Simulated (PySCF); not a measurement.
Molecule: `InChI=1S/C2H10NPSi2/c1-2-5-3-6-4/h2-3H,1,4-6H2`.

Molfile (atoms numbered from 1):
```
C2H10NPSi2
     RDKit          3D

 16 15  0  0  0  0  0  0  0  0999 V2000
   -3.1991    1.3673   -0.1183 C   0  0  0  0  0  0  0  0  0  0  0  0
   -2.0040    0.9062   -0.5060 C   0  0  0  0  0  0  0  0  0  0  0  0
   -1.1777   -0.5638    0.2964 Si  0  0  0  0  0  4  0  0  0  0  0  0
    0.3819   -0.1317    0.9471 N   0  0  0  0  0  0  0  0  0  0  0  0
    1.9274   -0.8928    0.7165 Si  0  0  0  0  0  4  0  0  0  0  0  0
    3.4147    0.6695    0.0226 P   0  0  0  0  0  0  0  0  0  0  0  0
   -3.7587    0.8994    0.7007 H   0  0  0  0  0  0  0  0  0  0  0  0
   -3.6785    2.2293   -0.5964 H   0  0  0  0  0  0  0  0  0  0  0  0
   -1.4900    1.4192   -1.3306 H   0  0  0  0  0  0  0  0  0  0  0  0
   -0.9176   -1.6531   -0.6920 H   0  0  0  0  0  0  0  0  0  0  0  0
   -2.1259   -1.0622    1.3451 H   0  0  0  0  0  0  0  0  0  0  0  0
    0.3852    0.6814    1.5601 H   0  0  0  0  0  0  0  0  0  0  0  0
    1.7228   -2.0064   -0.2564 H   0  0  0  0  0  0  0  0  0  0  0  0
    2.5001   -1.4576    1.9811 H   0  0  0  0  0  0  0  0  0  0  0  0
    4.4818   -0.2690   -0.1359 H   0  0  0  0  0  0  0  0  0  0  0  0
    3.0111    0.6028   -1.3465 H   0  0  0  0  0  0  0  0  0  0  0  0
  1  2  2  0
  2  3  1  0
  3  4  1  0
  4  5  1  0
  5  6  1  0
  1  7  1  0
  1  8  1  0
  2  9  1  0
  3 10  1  0
  3 11  1  0
  4 12  1  0
  5 13  1  0
  5 14  1  0
  6 15  1  0
  6 16  1  0
M  END
```

Geometry PBE0-D3(BJ)/def2-SVP throughout; GIAO in PySCF 2.14, gas phase, one conformer, non-relativistic; equivalent atoms averaged; basis pcSseg-1.

For orientation, PBE0 gives these absolute shieldings σ: C2 39.8, Si5 374.6, Si3 375.6, N4 245.9, P6 581.4, H8 24.91, H7 24.98, H15/H16 29.61, H12 31.81 ppm.

A run gave: C2 40.5, Si5 381.9, Si3 380.4, N4 255.4, P6 589.1, H8 24.88, H7 24.94, H15/H16 29.71, H12 31.93 ppm (absolute shieldings σ).

**Question.** Which functional was used in that run?
A. wB97X-D
B. LC-wPBE
C. CAM-B3LYP
D. KT3
E. BP86

**Answer.** B. P6 tells them apart best: LC-wPBE gives 589.1, wB97X-D gives 578.1, CAM-B3LYP gives 566.1, KT3 gives 579.6, BP86 gives 562.3 ppm.
